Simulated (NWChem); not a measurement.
System: 1,4-dioxane (C4H8O2); SMILES O1CCOCC1

```xyz
14

C      1.1419     0.6724    -0.3490
C      1.1363    -0.6810     0.3493
O     -0.0054    -1.4575    -0.0008
C     -1.1419    -0.6724    -0.3490
C     -1.1363     0.6810     0.3493
O      0.0054     1.4575    -0.0008
H      2.0476     1.2483    -0.0623
H      1.1877     0.5143    -1.4550
H      2.0381    -1.2636     0.0638
H      1.1818    -0.5233     1.4553
H     -1.1877    -0.5143    -1.4550
H     -2.0476    -1.2483    -0.0623
H     -2.0381     1.2636     0.0638
H     -1.1818     0.5233     1.4553
```
Atoms are numbered in this order, from 1.

All runs: NWChem. Structure relaxed at the PBE-D3(BJ)/def2-SVP level. COSMO at PBE/def2-SVP, default radii, gas-phase geometry; f = (ε − 1)/ε scales the surface charges.

```
row            f  electrostatic solvation energy (kcal/mol)
--------  ------  -----------------------------------------
ε = 2.0   0.5000                                      -2.26
ε = 3.9   0.7436                                      -3.46
ε = 4.8   0.7917                                      -3.70
ε = 11.7  0.9145                                   withheld
ε = 37.5  0.9733                                      -4.65
```

Question: Fit a straight line of the last column on the one before it, predict the withheld value, and compare with the run.

Answer: 
1. Means of the 4 shown rows: x = 0.75215, y = -3.518. Slope Σ(x − x̄)(y − ȳ)/Σ(x − x̄)² = -0.5752/0.1141 = -5.040; intercept 0.273.
2. The shown rows scatter about the line by 0.016 (root mean square); the largest residual is -0.02, at ε = 37.5.
3. At x = 0.9145 (ε = 11.7; inside the shown range) the line gives -4.34.
4. The run gives -4.34, 0.00 from the line.
